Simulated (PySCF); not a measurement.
Job for PySCF: D3(BJ) and D4 dispersion corrections on C2H6FN (a complex), monomers drawn apart or pushed together.

```python
from pyscf import gto
from pyscf.dispersion import dftd3, dftd4

mol = gto.M(
    atom='''
    C    -0.87117176    0.98217052    0.08530888
    N    -0.11875750    0.13958578    0.64317204
    C     0.56416924   -0.86247084   -0.15016902
    H    -1.37650676    1.72740964    0.69348369
    H    -1.04150251    0.99873208   -0.99527204
    H     0.34360864   -0.78095898   -1.21971435
    H     1.63898639   -0.76360373    0.00986895
    H     0.27397852   -1.85130364    0.20846698
    F     0.20462727    0.17507711    3.06456626
    H     0.08365950    0.15251345    2.10755983
    ''',
    basis='def2-svp',
    charge=0, spin=0, verbose=0, max_memory=1800)
d3, d4 = {}, {}
for xc in ['hf', 'pbe', 'blyp', 'revpbe', 'tpss', 'r2scan', 'b3lyp', 'pbe0', 'bhlyp', 'camb3lyp', 'b2plyp']:
    d3[xc] = float(dftd3.DFTD3Dispersion(mol, xc=xc, version='d3bj', atm=False).get_dispersion()['energy'])
    print(f'D3(BJ) {xc:10s} {d3[xc]:14.8f} Eh')
for xc in ['hf', 'pbe', 'blyp', 'revpbe', 'tpss', 'r2scan', 'b3lyp', 'pbe0', 'bhlyp', 'camb3lyp', 'b2plyp']:
    d4[xc] = float(dftd4.DFTD4Dispersion(mol, xc={'camb3lyp': 'cam-b3lyp'}.get(xc, xc), atm=True).get_dispersion()['energy'])
    print(f'D4     {xc:10s} {d4[xc]:14.8f} Eh')
```

The log:

```
D3(BJ) hf            -0.04511766 Eh
D3(BJ) pbe           -0.00547803 Eh
D3(BJ) blyp          -0.01112794 Eh
D3(BJ) revpbe        -0.01447978 Eh
D3(BJ) tpss          -0.00669134 Eh
D3(BJ) r2scan        -0.00149816 Eh
D3(BJ) b3lyp         -0.00900135 Eh
D3(BJ) pbe0          -0.00454368 Eh
D3(BJ) bhlyp         -0.00669889 Eh
D3(BJ) camb3lyp      -0.00382402 Eh
D3(BJ) b2plyp        -0.00395101 Eh
D4     hf            -0.01865703 Eh
D4     pbe           -0.00471235 Eh
D4     blyp          -0.01066212 Eh
D4     revpbe        -0.01737020 Eh
D4     tpss          -0.00638214 Eh
D4     r2scan        -0.00121411 Eh
D4     b3lyp         -0.00745522 Eh
D4     pbe0          -0.00391791 Eh
D4     bhlyp         -0.00493002 Eh
D4     camb3lyp      -0.00386402 Eh
D4     b2plyp        -0.00328657 Eh
```

The run finished.

Cost: very roughly 0.010 core-seconds.
